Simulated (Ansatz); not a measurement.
Cost and result for the atomization energy of `C[O][Ga]([OH])[Cl]` (9 atoms, 8 bonds).

Z-matrix (Å, degrees):
```
C
O 1 1.410
H 1 1.094 2 109.4
H 1 1.096 2 113.1 3 -120.7
H 1 1.094 2 109.5 3 118.6
Ga 2 1.765 1 124.1 3 121.4
Cl 6 2.122 2 120.8 1 -0.1
O 6 1.766 2 119.7 1 179.9
H 8 0.961 6 112.4 2 -0.0
```

Charge 0, multiplicity 1. Correlated methods include outer-core shells of Ga, which these sets cover unevenly. Scalar relativity is left out up to krypton. All single points use the PBE0-D4/def2-TZVP geometry. It is one conformer, not always the lowest. Program: Ansatz. Hardware: A = 2 threads of an AMD EPYC 7R13 on a shared host; B = 2 threads of an AMD EPYC 7R13 on a shared host and a share of an NVIDIA H100 80 GB. Times are those of one run each, without the atoms' runs, and a repeat can differ threefold. Electronic energies, without spin–orbit coupling; frozen cores. CCSD(T)/CBS adds CCSD(T) − MP2 in def2-TZVPP to the MP2 limit, and its time is that of the two runs behind it. T1 = 0.013. With those shells the extrapolation isn't a true limit. B3LYP takes the VWN-RPA correlation (the form of Gaussian; ORCA's B3LYP/G).

CCSD(T)/CBS is a level of theory with its own doubt, some kJ/mol a heavy atom from the limit and from the frozen cores, so smaller differences don't rank the functionals.

| level | functions | wall time |
| --- | --- | --- |
| PBE-D4/def2-TZVPP (with forces) [A] | 239 | 3.3 s |
| PBE0-D4/def2-TZVPP [A] | 239 | 4.4 s |
| r2SCAN-D4/def2-TZVPP (with forces) [A] | 239 | 6 s |
| CCSD(T)/def2-TZVPP [B] | 239 | 7.5 s |
| MP2/def2-QZVPP [B] | 450 | 7.5 s |
| B3LYP-D4/def2-TZVPP (with forces) [A] | 239 | 8 s |
| B2PLYP/def2-TZVPP [A] | 239 | 10 s |
| ωB97X-V/def2-TZVPP [A] | 239 | 14 s |
| CCSD(T)/CBS(def2) | – | 15 s |
| ωB97M-V/def2-TZVPP (with forces) [A] | 239 | 16 s |

(1) What atomization energy does each give, and how far from CCSD(T)/CBS? (Estimate.)

## Answers

(1) The calculation gave: 
```csv
level,atomization (kJ/mol),difference from CCSD(T)/CBS,per bond
PBE-D4/def2-TZVPP (with forces) [A],3262.2,39.1,4.9
PBE0-D4/def2-TZVPP [A],3184.5,-38.6,-4.8
r2SCAN-D4/def2-TZVPP (with forces) [A],3220.1,-3.0,-0.4
CCSD(T)/def2-TZVPP [B],3142.2,-80.9,-10.1
MP2/def2-QZVPP [B],3288.2,65.1,8.1
B3LYP-D4/def2-TZVPP (with forces) [A],3168.3,-54.8,-6.8
B2PLYP/def2-TZVPP [A],3164.2,-58.9,-7.4
ωB97X-V/def2-TZVPP [A],3212.2,-10.9,-1.4
CCSD(T)/CBS(def2),3223.1,0.0,0.0
ωB97M-V/def2-TZVPP (with forces) [A],3201.5,-21.6,-2.7
```

In def2-TZVPP, CCSD(T) changes the Hartree–Fock value by +893.9 kJ/mol (the triples alone add +58.1 kJ/mol) and MP2 by +991.7 kJ/mol; breaking electron pairs costs correlation energy, which Hartree–Fock lacks. The D4 term adds +30.4 kJ/mol with B3LYP and +16.0 kJ/mol with PBE0; it sums over pairs of atoms, weighted by their polarisabilities, and B3LYP, whose exchange is more repulsive, gets the larger term. From PBE to PBE0 (25 % exact exchange), in def2-TZVPP and without D4, the atomization energy moves by −75.0 kJ/mol: exact exchange takes away binding that semilocal exchange gives to molecules.
